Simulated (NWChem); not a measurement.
Molecule: SiH$_{2}$BrF; SMILES Br[SiH2]F

```xyz
5

Si    -0.5205     1.0705     0.0000
F      0.8012     2.0022     0.0000
Br     0.0939    -1.0497     0.0000
H     -1.2846     1.3458     1.2400
H     -1.2846     1.3458    -1.2400
```
Atoms are numbered in this order, from 1.

Program: NWChem. Geometry optimised at PBE0/def2-SVP; all other runs use it. This build's default masses of Se (78.918 u) and Br (79.917 u) are each other's, which moves their modes by up to 0.6 %.

```tsv
quantity	level	value
anisotropy (bohr³), static	B3LYP/def2-SVPD	15.6
cavity-dispersion-structure term (kcal/mol) in water	PBE0/def2-SVP, SMD	?
vertical, lowest excitation, singlet (eV)	B3LYP/def2-SVPD, TDA	?
vertical ionisation energy, ΔSCF (eV)	PBE/def2-SVP	?
dipole (D)	PBE0/def2-SVP	1.47
highest harmonic frequency (cm⁻¹)	PBE0/def2-SVP	2304
```

Problem. Fill in the missing entries.

Solution. 
- cavity-dispersion-structure term (kcal/mol) in water, value: 1.5
- vertical, lowest excitation, singlet (eV), value: 6.89
- vertical ionisation energy, ΔSCF (eV), value: 10.75
